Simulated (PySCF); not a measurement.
CH₆AlClGe. Atoms are numbered in the order given.

```xyz
10

Al    -0.0544     0.4695    -0.7223
Cl     1.8748     0.1327    -1.5461
Ge    -0.5323    -0.6612     1.4246
H     -0.4315    -2.1996     1.2949
H      0.4700    -0.2451     2.5271
H     -1.9496    -0.3457     1.9600
C     -1.2743     1.6477    -1.6839
H     -2.3092     1.2660    -1.6648
H     -0.9716     1.7978    -2.7323
H     -1.2932     2.6398    -1.1968
```

Geometry optimised at B3LYP-D3(BJ)/def2-SVP. The structure was generated by enumeration; whether it is a known compound was not checked.

All values below come from PBE/def2-TZVP in PySCF.

ESP charges are fitted to the potential on shells at 1.4 to 2.0 van der Waals radii. Atomic charges (e):

```csv
atom,IAO,ESP fit,Löwdin
Al1,0.81,0.70,…
Cl2,-0.34,-0.30,0.28
Ge3,-0.02,-0.23,0.18
H4,-0.04,0.01,…
H5,-0.04,0.01,…
H6,-0.06,0.01,…
C7,-0.81,-0.63,-0.50
H8,0.17,0.14,…
H9,0.17,0.14,…
H10,0.17,0.15,…
```

Complete the blanks. (An estimate is asked for; the answer gives what the named calculation found.)


- Al1, Löwdin: -0.28
- H4, Löwdin: -0.04
- H5, Löwdin: -0.04
- H6, Löwdin: -0.04
- H8, Löwdin: 0.14
- H9, Löwdin: 0.14
- H10, Löwdin: 0.15
